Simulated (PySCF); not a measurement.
Input for PySCF: R-HF/STO-3G on CH6AlN (SMILES C[NH][AlH2]).

```python
from pyscf import gto, scf, dft, mp
from pyscf.data.elements import chemcore

mol = gto.M(
    atom='''
    C    -1.17555496   -0.37733399    0.35695172
    N    -0.10235936    0.01833578   -0.54434544
    Al    1.56424561    0.47352520   -0.15408684
    H    -2.03367688    0.30104169    0.30105795
    H    -1.53668055   -1.39051505    0.15022100
    H    -0.81488780   -0.36320598    1.38681583
    H    -0.40322689    0.01577495   -1.50906574
    H     2.51390857    0.85936513   -1.35335263
    H     1.98823227    0.46301226    1.36580414
    ''',
    basis='sto-3g',
    charge=0, spin=0, verbose=3, max_memory=1800)
mf = scf.RHF(mol)
mf.conv_tol = 1e-8
mf.max_cycle = 100
mf.kernel()
if not mf.converged:
    mf = mf.newton().run(mf.mo_coeff, mf.mo_occ)
```

Output:

```
converged SCF energy = -333.664078050164
```

Self-consistency was reached.

Cost: around 0.28 core-seconds (rough).
